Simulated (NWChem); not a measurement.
**Correlation energy of BeF$_{2}$**

```xyz
3

Be     0.0000     0.0000     0.0000
F      0.0000     0.0000     1.3865
F      0.0000     0.0000    -1.3865
```
Charge 0, spin multiplicity 1.

All runs are NWChem calculations. Structure: optimised with B3LYP/def2-SVP, a minimum by its harmonic frequencies.

Basis set: cc-pVDZ. Each correlation energy counts from its own Hartree-Fock reference.

The correlated methods keep 3 core orbitals frozen. The structure started from a generated list of species. Coupled-cluster values serve here as a point of comparison, not as the truth.

```json
[
 {"method": "MP2", "correlation energy (mHa)": "(withheld)"},
 {"method": "SCS-MP2", "correlation energy (mHa)": "(withheld)"},
 {"method": "CCSD", "correlation energy (mHa)": "(withheld)"},
 {"method": "CCSD+T(CCSD)", "correlation energy (mHa)": "(withheld)"},
 {"method": "CCSD(T)", "correlation energy (mHa)": "-428.2"},
 {"method": "CR-CCSD[T]", "correlation energy (mHa)": "-428.3"},
 {"method": "CR-CCSD(T)", "correlation energy (mHa)": "-427.2"}
]
```

Task: Complete the blanks.

Result: 
- MP2, correlation energy (mHa): -419.9
- SCS-MP2, correlation energy (mHa): -403.7
- CCSD, correlation energy (mHa): -421.8
- CCSD+T(CCSD), correlation energy (mHa): -429.5
